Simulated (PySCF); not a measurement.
**Computed properties of Sn(Cl)2(Br)(NH2) (BrCl2H2NSn), SMILES [NH2][Sn]([Cl])([Cl])[Br]**

Sn(Cl)2(Br)(NH2) (BrCl₂H₂NSn), SMILES [NH2][Sn]([Cl])([Cl])[Br]. Geometry: r2SCAN-D4/def2-SVP. The def2 effective core potentials stand for the cores of Sn; spin–orbit coupling is left out. The values are those of a single conformer. All values are computed for the isolated molecule unless a solvent is named; none is compared with measurement here.

**Structure.** The optimised structure has Cs symmetry. All 15 harmonic modes at r2SCAN-D4/def2-SVP (PySCF) are real, so it is a minimum. With heavy atoms numbered as in [NH2:1][Sn:2]([Cl:3])([Cl:4])[Br:5], the shortest bond between them is N1–Sn2 at 2.026 Å and the longest Sn2–Br5 at 2.490 Å.

**Vibrations.** The strongest infrared lines (harmonic, unscaled, degenerate partners summed) lie at 552 cm⁻¹ (116 km/mol, N 71 %, H 22 %), 394 cm⁻¹ (61 km/mol, Cl 72 %, Sn 28 %), 670 cm⁻¹ (54 km/mol, H 69 %, N 26 %). The softest mode is at 44 cm⁻¹ and the zero-point energy is 17.7 kcal/mol.

**Electronic structure.** B3LYP/def2-TZVP (PySCF) places the frontier levels at -8.28 and -3.13 eV, a gap of 5.15 eV, and gives a dipole moment of 2.72 D and a mean polarisability of 92.1 bohr³. PBE/def2-TZVP (PySCF) at the same geometry gives -7.15 and -3.70 eV, so its gap is 1.70 eV narrower. An orbital gap is neither the optical nor the fundamental gap.

**Excitations.** TDDFT-PBE0/def2-SVPD (PySCF) has S1 at 4.44 eV (279 nm, f = 0.036, weak); the most intense of the 10 singlets computed lies at 7.05 eV (f = 0.09). T1 (TDA) is at 3.80 eV. TDDFT-PBE/def2-SVPD (PySCF) puts S1 at 3.67 eV. No vertical singlet excitation falls in the visible range (under 3.1 eV).
